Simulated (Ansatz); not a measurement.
**Telling isomers of BFH4OSi apart by their spectra**

These gas-phase data were calculated for one isomer of BFH4OSi at B3LYP-D3(BJ)/def2-SVP (harmonic, unscaled wavenumbers; equilibrium rotational constants with average atomic masses):

```
rotational constants            : 15.99, 3.404, 2.903 GHz
all wavenumbers above 1500 cm⁻¹ : 2663, 2269, 2251, 2247
dipole moment                   : 1.09 D (PBE0/def2-TZVPD)
```

Candidates:

(1) `BO[SiH2]F`, a singlet
(2) `FBO[SiH3]`, a singlet

Task: Assign the data to one candidate and say why.

Result: Candidate (2). 1 mode lies between 2350 and 2900 cm⁻¹, one for each B–H bond, while (1) has 2.

The same quantities for all candidates:

```
     rotational constants (GHz)  wavenumbers above 1500 cm⁻¹  dipole (D)  E above the lowest, B3LYP-D3(BJ)/def2-SVP (kcal/mol)
(1)         16.08, 3.573, 3.254       2643, 2537, 2305, 2278        1.48                                                   9.5
(2)         15.99, 3.404, 2.903       2663, 2269, 2251, 2247        1.09                                                   0.0
```

Harmonic stretches to hydrogen usually lie a few per cent above observed fundamentals. Each candidate is one conformer. Programs: Ansatz 0.2.0.
